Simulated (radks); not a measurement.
Results of a calculation; reference values are marked as such.
Task: All-electron atom: the nickel ion Ni8+ in [Ar] 3d2. Level of theory: non-relativistic Kohn-Sham, exchange-only LDA, spin-unpolarised, spherical densities, point nucleus (a radial shooting solver on a logarithmic mesh with Libxc functionals). Some entries of the table are withheld. Estimate them.

orbital  occ.  eigenvalue (hartree)  <1/r> (bohr^-1)
1s          2                   (1)            27.46
2s          2             -42.33531            5.943
2p          6                   (2)            5.905
3s          2             -10.15207            2.033
3p          6              -8.75058            1.946
3d          2              -6.41516            1.765

Result: 
(1) 1s eigenvalue (hartree): -304.7042
(2) 2p eigenvalue (hartree): -37.88264
